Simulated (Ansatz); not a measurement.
C$_{4}$H$_{9}$, doublet, geometry from GFN2-xTB; HF/3-21G (Ansatz, a quantum-chemistry and plane-wave program).

Ansatz was given this input:
Ansatz 0.2 input:
```yaml
crystal:
  periodic: [false, false, false]
  atoms:
    - {symbol: C, position_ang: [0.80227852, 1.76477179, -0.15694418]}
    - {symbol: C, position_ang: [0.52141927, 0.40038107, 0.33521225]}
    - {symbol: C, position_ang: [-0.74490807, -0.31053583, 0.05376212]}
    - {symbol: C, position_ang: [-0.53438974, -1.81153526, -0.16655504]}
    - {symbol: H, position_ang: [1.85278878, 1.87333439, -0.43366452]}
    - {symbol: H, position_ang: [-1.48498727, -2.30741758, -0.34953270]}
    - {symbol: H, position_ang: [0.60506598, 2.52119607, 0.61469385]}
    - {symbol: H, position_ang: [0.18232470, 2.00638185, -1.01869520]}
    - {symbol: H, position_ang: [-0.07242301, -2.26159652, 0.70904246]}
    - {symbol: H, position_ang: [0.11552400, -1.97990561, -1.02198077]}
    - {symbol: H, position_ang: [1.21029694, -0.04478302, 1.03354459]}
    - {symbol: H, position_ang: [-1.22945641, 0.12710158, -0.82320378]}
    - {symbol: H, position_ang: [-1.44553349, -0.19280169, 0.89694506]}
basis:
  gaussian:
    orbitals: 3-21G.json
    fitting: {mean_field: cc-pVTZ-JKFIT}
hamiltonian:
  xc: hf
magnetization: {spin_polarized: true, initial_magnetization: 1}
```
The basis file holds 3-21G in the JSON format of the Basis Set Exchange.

Predict the main parts of the log of this Ansatz run.


```
Functional definition: HF
586 factors; integrals over basis functions are off by at most 1.4e-3 eV
mean field evaluation 1: about -4237.6827 eV, gradient 1.7e1 eV
mean field evaluation 2: about -4239.3840 eV, gradient 5.0e0 eV
mean field evaluation 4: about -4239.5918 eV, gradient 6.1e-1 eV
mean field -4239.59895459 eV, -155.8023878777 hartree, gradient 1.1e-5 eV, S^2 0.764973; 0 other end points of the search recorded, 0 dependent functions left out
reference -4239.59895459 eV, -155.8023878777 hartree; 17, 16 occupied and 37, 38 virtual orbitals, 586 factors
Total energy: -4239.59895459 eV, -155.8023878777 hartree
```
